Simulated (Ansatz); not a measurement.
`c1ccc2c(c1)-c1ccc3ccccc3c1-2`, relaxed as a singlet with RKS PBE-D4/def2-SVP in Ansatz, starting from the GFN2-xTB geometry. Force threshold 0.03 eV/Å.

Start:

```csv
atom,x (Å),y (Å),z (Å)
C1,-1.832,-3.757,0.500
C2,-1.652,-3.159,1.724
C3,-1.057,-1.885,1.857
C4,-0.676,-1.298,0.693
C5,-0.860,-1.916,-0.578
C6,-1.433,-3.141,-0.709
C7,-0.232,-0.721,-1.233
C8,0.160,-0.114,-2.407
C9,0.745,1.138,-2.272
C10,0.933,1.766,-1.027
C11,1.530,3.045,-0.926
C12,1.706,3.649,0.284
C13,1.298,3.015,1.474
C14,0.720,1.782,1.432
C15,0.521,1.129,0.193
C16,-0.056,-0.119,0.022
H17,-2.293,-4.734,0.453
H18,-1.974,-3.674,2.618
H19,-0.925,-1.434,2.829
H20,-1.589,-3.639,-1.654
H21,0.029,-0.567,-3.378
H22,1.074,1.665,-3.158
H23,1.847,3.540,-1.833
H24,2.164,4.626,0.343
H25,1.451,3.517,2.419
H26,0.402,1.283,2.334
```

| step | energy (eV) | largest force component (eV/Å) | SCF passes |
| --- | --- | --- | --- |
| 1 | -16721.0896 | 0.730 | 25 |
| 2 | -16721.3015 | 0.191 | 24 |
| 3 | -16721.3188 | 0.037 | 24 |
| 4 | -16721.3190 | 0.018 | 25 |

Force components are those of the run's own axes.

End:

```tsv
atom	x (Å)	y (Å)	z (Å)
C1	-1.8574	-3.8145	0.5007
C2	-1.6809	-3.2110	1.7476
C3	-1.0783	-1.9210	1.8848
C4	-0.6859	-1.3136	0.7087
C5	-0.8678	-1.9339	-0.5733
C6	-1.4474	-3.1781	-0.7138
C7	-0.2350	-0.7268	-1.2349
C8	0.1625	-0.1123	-2.4263
C9	0.7537	1.1568	-2.3012
C10	0.9458	1.7957	-1.0425
C11	1.5498	3.0870	-0.9453
C12	1.7329	3.7017	0.2821
C13	1.3213	3.0572	1.4862
C14	0.7303	1.8070	1.4452
C15	0.5274	1.1449	0.1955
C16	-0.0582	-0.1192	0.0303
H17	-2.3258	-4.8094	0.4485
H18	-2.0135	-3.7429	2.6522
H19	-0.9481	-1.4623	2.8762
H20	-1.5966	-3.6719	-1.6855
H21	0.0281	-0.5781	-3.4135
H22	1.0878	1.6914	-3.2044
H23	1.8710	3.5891	-1.8716
H24	2.2000	4.6970	0.3342
H25	1.4746	3.5643	2.4510
H26	0.4097	1.3030	2.3695
```

By distances, no bond broke or formed. The bond that changes most is C10–C15, from 1.44 to 1.46 Å (atoms count from 1).

No frequencies were taken in this run, so the end may be a saddle point.

Run time 20 s (4 threads of Arm Neoverse V1 on a shared host).
